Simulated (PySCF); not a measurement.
Geometry:
```csv
atom,x (Å),y (Å),z (Å)
C1,1.763,0.780,-0.063
C2,0.543,-0.144,0.013
C3,1.000,-1.606,-0.020
C4,-0.456,0.151,-1.129
C5,-1.610,0.888,-0.450
C6,-1.610,0.264,0.941
N7,-0.194,0.181,1.238
H8,2.327,0.599,-0.975
H9,1.437,1.816,-0.043
H10,2.413,0.610,0.791
H11,1.702,-1.802,0.789
H12,1.494,-1.829,-0.963
H13,0.148,-2.275,0.091
H14,-0.815,-0.785,-1.560
H15,0.000,0.738,-1.923
H16,-1.384,1.951,-0.370
H17,-2.558,0.765,-0.969
H18,-2.109,0.885,1.688
H19,-2.112,-0.719,0.915
H20,0.016,-0.457,1.996
```

Geometry: GFN2-xTB; GIAO shifts from PySCF, gas phase, non-relativistic, averaged over equivalent atoms.

At LC-wPBE/MINI (48 basis functions, 14 s wall time on 1 thread of an Intel Xeon Platinum 8488C, shared host):
```json
{"atoms": "C6", "δ (ppm)": "50.2"}
{"atoms": "C2", "δ (ppm)": "46.8"}
{"atoms": "C4", "δ (ppm)": "39.8"}
{"atoms": "C1/C3", "δ (ppm)": "35.1"}
{"atoms": "C5", "δ (ppm)": "30.1"}
{"atoms": "N7", "δ (ppm)": "38.4"}
{"atoms": "H18/H19", "δ (ppm)": "2.25"}
{"atoms": "H16/H17", "δ (ppm)": "1.81"}
{"atoms": "H14/H15", "δ (ppm)": "1.58"}
{"atoms": "H8/H9/H10/H11/H12/H13", "δ (ppm)": "1.08"}
{"atoms": "H20", "δ (ppm)": "-0.37"}
```

Referencing at the same level of theory: ¹³C (σ = 231.19 ppm) and ¹H (σ = 30.86 ppm) against TMS; ¹⁵N (σ = 304.78 ppm) against NH3.

Question: Estimate the result of repeating the calculation with wB97X/def2-SVPD.

Answer: 
```csv
atoms,δ at wB97X/def2-SVPD,change
C6,45.8,-4.4
C2,52.8,+6.0
C4,37.8,-2.0
C1/C3,30.8,-4.3
C5,26.2,-3.9
N7,64.0,+25.6
H18/H19,3.18,+0.93
H16/H17,1.83,+0.02
H14/H15,1.62,+0.04
H8/H9/H10/H11/H12/H13,1.16,+0.08
H20,0.34,+0.71
```

References, each an isolated molecule treated in the same way: TMS for ¹³C (σ = 196.42 ppm), ¹H (σ = 31.98 ppm); ¹⁵N (σ = 270.31 ppm) vs NH3.

The largest change is at N7 (amine nitrogen). Cost: 244 basis functions, 100 s wall time on 1 thread of an Intel Xeon Platinum 8488C, shared host. The order of the carbon signals changes between the two levels.

Experimental scales use liquid or dissolved standards, which lie at an offset from isolated NH3 (liquid NH3: subtract about 20 ppm).
